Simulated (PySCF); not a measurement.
C₂H₉FOSi₂.

```xyz
15

O     -2.6384    -0.5603    -0.9935
C     -1.4506     0.2107    -0.8510
Si    -0.2251    -0.6766     0.2762
F     -1.1488    -1.1024     1.5695
C      1.1810     0.4116     0.8452
Si     2.2432     1.1523    -0.5330
H     -2.9611    -0.7638    -0.1045
H     -1.0236     0.3462    -1.8596
H     -1.6538     1.2359    -0.4721
H      0.2683    -1.9435    -0.3246
H      0.7621     1.2421     1.4410
H      1.8370    -0.1679     1.5183
H      2.8120     0.0679    -1.3855
H      1.4073     2.0377    -1.3962
H      3.3627     1.9551     0.0370
```

The structure is a stationary point at B3LYP-D3(BJ)/def2-SVP. The structure was generated by enumeration; whether it is a known compound was not checked. One conformer was computed; it need not be the lowest.

Level of theory: PBE0/pcSseg-1 (PySCF). Non-relativistic, no solvent.

**Question.** Give the absolute GIAO shielding of each atom: isotropic value and principal components (ppm). (Estimate from the structure and the level; the computed values follow.)

**Answer.** 
```json
[
 {"atom": "O1", "σ(iso)": "341.1", "σ11": "309.9", "σ22": "313.4", "σ33": "399.9", "span": "90.0"},
 {"atom": "C2", "σ(iso)": "129.1", "σ11": "100.4", "σ22": "111.5", "σ33": "175.3", "span": "75.0"},
 {"atom": "Si3", "σ(iso)": "330.0", "σ11": "283.0", "σ22": "326.3", "σ33": "380.7", "span": "97.8"},
 {"atom": "F4", "σ(iso)": "381.7", "σ11": "365.7", "σ22": "383.0", "σ33": "396.4", "span": "30.7"},
 {"atom": "C5", "σ(iso)": "191.6", "σ11": "184.4", "σ22": "189.0", "σ33": "201.2", "span": "16.8"},
 {"atom": "Si6", "σ(iso)": "427.6", "σ11": "403.2", "σ22": "413.5", "σ33": "466.0", "span": "62.8"},
 {"atom": "H7", "σ(iso)": "30.9", "σ11": "20.6", "σ22": "30.0", "σ33": "42.1", "span": "21.5"},
 {"atom": "H8", "σ(iso)": "27.9", "σ11": "23.7", "σ22": "28.0", "σ33": "32.0", "span": "8.3"},
 {"atom": "H9", "σ(iso)": "27.7", "σ11": "22.8", "σ22": "28.0", "σ33": "32.4", "span": "9.6"},
 {"atom": "H10", "σ(iso)": "26.2", "σ11": "23.1", "σ22": "24.6", "σ33": "30.9", "span": "7.8"},
 {"atom": "H11", "σ(iso)": "31.2", "σ11": "26.5", "σ22": "29.1", "σ33": "38.1", "span": "11.6"},
 {"atom": "H12", "σ(iso)": "30.9", "σ11": "25.7", "σ22": "28.5", "σ33": "38.6", "span": "13.0"},
 {"atom": "H13", "σ(iso)": "27.5", "σ11": "24.2", "σ22": "25.8", "σ33": "32.4", "span": "8.2"},
 {"atom": "H14", "σ(iso)": "27.7", "σ11": "23.8", "σ22": "27.0", "σ33": "32.2", "span": "8.4"},
 {"atom": "H15", "σ(iso)": "27.3", "σ11": "23.8", "σ22": "25.0", "σ33": "33.1", "span": "9.3"}
]
```
